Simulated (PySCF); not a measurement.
## Computed properties of C5H4BF, SMILES C#C[C@@H]1C=CB1F

C5H4BF, SMILES [C@@H]1(C#C)C=CB1F. Coordinates come from a B3LYP-D3(BJ)/def2-SVP optimisation. The structure was generated by enumeration; whether it is a known compound was not checked. Other conformers were not sampled. All values are computed for the isolated molecule unless a solvent is named; none is compared with measurement here.

**Structure.** All 27 harmonic modes at B3LYP-D3(BJ)/def2-SVP (PySCF) are real, so it is a minimum. With heavy atoms numbered as in [CH:1]#[C:2][C@@H:3]1[CH:4]=[CH:5][B:6]1[F:7], the shortest bond between them is C1–C2 at 1.213 Å and the longest C3–B6 at 1.622 Å.

**Vibrations.** The strongest infrared lines (harmonic, unscaled, degenerate partners summed) lie at 1464 cm⁻¹ (467 km/mol, B 70 %, F 17 %, C 10 %), 3472 cm⁻¹ (77 km/mol, H 86 %, C 14 %), 782 cm⁻¹ (55 km/mol, H 53 %, C 31 %, B 12 %). The softest mode is at 77 cm⁻¹ and the zero-point energy is 46.8 kcal/mol.

**Electronic structure.** B3LYP/def2-TZVP (PySCF) places the frontier levels at -7.16 and -1.68 eV, a gap of 5.48 eV, and gives a dipole moment of 1.85 D and a mean polarisability of 66.6 bohr³. PBE/def2-TZVP (PySCF) at the same geometry gives -6.19 and -2.49 eV, so its gap is 1.78 eV narrower. An orbital gap is neither the optical nor the fundamental gap.

**Excitations.** TDDFT-B3LYP/def2-SVPD (PySCF) has S1 at 4.50 eV (275 nm, f = 0.020, weak); the most intense of the 10 singlets computed lies at 6.11 eV (f = 0.05). T1 (TDA) is at 4.06 eV. TDDFT-PBE/def2-SVPD (PySCF) puts S1 at 3.79 eV. No vertical singlet excitation falls in the visible range (under 3.1 eV).

**NMR.** GIAO shifts at B3LYP/pcSseg-1 (PySCF) (non-relativistic, atoms alike by connectivity averaged): ¹³C from 34.2 to 187.4 ppm against TMS; ¹H from 2.2 to 8.7 ppm against TMS; ¹⁹F at -58.3 ppm against CFCl3; ¹¹B at 30.4 ppm against BF3.
